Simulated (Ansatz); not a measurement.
Molecule: CH3BBr, charge 0, multiplicity 2. It need not be the lowest isomer of its formula. 
Geometry from a B3LYP-D3(BJ)/def2-TZVP (Ansatz, an electronic-structure program) optimisation:
```
C
H 1 1.0906
H 1 1.0943 2 109.62
H 1 1.0986 2 106.94 3 115.64
B 1 1.5443 2 113.12 4 117.33
Br 5 1.9009 1 126.19 2 159.04
```
Charge 0, spin multiplicity 2.

Quantity: atomisation energy (electronic, to ground-state atoms), in kcal/mol. Cores are frozen in the correlated levels unless marked. UHF or UKS for open shells. No spin-orbit coupling. Frozen are the shells of the preceding noble gas and the d and f shells that filled before the atom's block. Non-relativistic. The coupled-cluster limit lacks core correlation, which all-electron functionals hold. CBS marks a two-point X^-3 extrapolation of the correlation energy; Hartree-Fock from the larger set.

```tsv
level	program	atomisation energy (kcal/mol)
BLYP/def2-TZVPD	Ansatz	477.2
PBE0-D4/def2-TZVP	Ansatz + dftd4	491.2
B2GP-PLYP-D4/def2-TZVPD	Ansatz + dftd4	478.4
SCS-MP2/STO-3G	Ansatz	521.4
```

Task: Predict the CCSD(T)/CBS(cc-pVTZ,cc-pVQZ) result (Ansatz).

Result: 480.2 kcal/mol, so SCS-MP2/STO-3G differs from it by 41.2 kcal/mol.
